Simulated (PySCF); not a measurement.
## How methods differ on the ionisation energy of Ti⁺

Ti⁺ [Ar] 3d2 4s1 (4F) → Ti²⁺ [Ar] 3d2 (3F), as a difference of total energies. All numbers are calculated (PySCF 2.14, no relativity, point nucleus, in cc-pVTZ (7s6p4d2f1g, 68 functions)). Correlated levels: valence: [Ar] frozen. The calculations carry no spin-orbit coupling.

```
           method  ionisation energy (eV)  difference from reference (eV)
              UHF                  12.852                          -0.723
             PBE0                  13.696                          +0.121
           M06-2X                  13.485                          -0.090
    MP2 (valence)                  13.028                          -0.547
SCS-MP2 (valence)                  12.911                          -0.664
```

Reference: 13.575 eV (measured; NIST Atomic Spectra Database, ionization energies).

These non-relativistic numbers lack the scalar-relativistic shift.

The reference lies between the lowest fine-structure levels, while these numbers refer to the centres of the terms.

Errors of the correlated levels include the incompleteness of this basis and the frozen core.
